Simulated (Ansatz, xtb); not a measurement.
C5H7FO: which of two isomers lies lower

We compare I, `O=C[C@H]1C[C@@H](F)C1`, a singlet, with II, `O=CC1(F)CCC1`, a singlet. Both are isolated molecules in the gas phase, relaxed with B3LYP-D3(BJ)/def2-SVP, each in the lowest conformer that the search found.

Energies in hartree; the thermal terms are from GFN2-xTB frequencies at re-optimised GFN2-xTB minima (ideal gas, soft modes damped towards free rotors, one conformer each, 298.15 K, 1 atm) and include the zero-point energy:

```
                              I           II
E, CCSD(T)/def2-SVP  −368.522090  −368.523128
    E, MP2/def2-SVP  −368.435236  −368.436068
  E, MP2/def2-TZVPP  −369.123093  −369.123183
  zero-point energy     0.109527     0.109203
       H(298 K) − E     0.117298     0.117211
       G(298 K) − E     0.078020     0.077589
```

Correct the CCSD(T) difference for the basis set by the MP2 change, then work out ΔE, ΔE₀, ΔH and ΔG for I → II in kcal/mol (1 Eh = 627.51 kcal/mol) and the equilibrium ratio [II]/[I].

1. Differences II − I: CCSD(T) −0.001038, MP2 in the small set −0.000832, MP2 in the large set −0.000090 Eh.
2. ΔE = −0.001038 + (−0.000090 − (−0.000832)) = −0.000296 Eh = −0.19 kcal/mol.
3. ΔE₀ = ΔE + ΔZPE = −0.000296 + (−0.000324) Eh = −0.39 kcal/mol.
4. ΔH = ΔE + (−0.000087) Eh = −0.24 kcal/mol.
5. ΔG = ΔE + (−0.000431) Eh = −0.46 kcal/mol, so ΔS = (ΔH − ΔG)/T = +3.0 J/(mol K).
6. kT = 0.9442 mEh, so K = [II]/[I] = exp(−ΔG/kT) = exp(+0.77) ≈ 2.2.

The two are too close for this level to say which is favoured. An error of 1 kcal/mol in ΔG would change K by a factor of 5.4. Mirror images and further conformers aren't counted.

As drawn, both hold the same kinds of bond in the same numbers.

Other levels gave ΔE = +0.4 (GFN2-xTB); −0.4 (HF/STO-3G, GFN2-xTB geometries); −0.8 (r2SCAN-D4/def2-SVP, GFN2-xTB geometries); −0.4 (B3LYP-D3(BJ)/def2-SVP); +0.2 (HF/def2-SVP); −0.5 (MP2/def2-SVP); −0.7 (CCSD(T)/def2-SVP) kcal/mol. The correlated steps freeze 7 core orbitals. Programs: Ansatz 0.2.0, xtb 6.7.1.
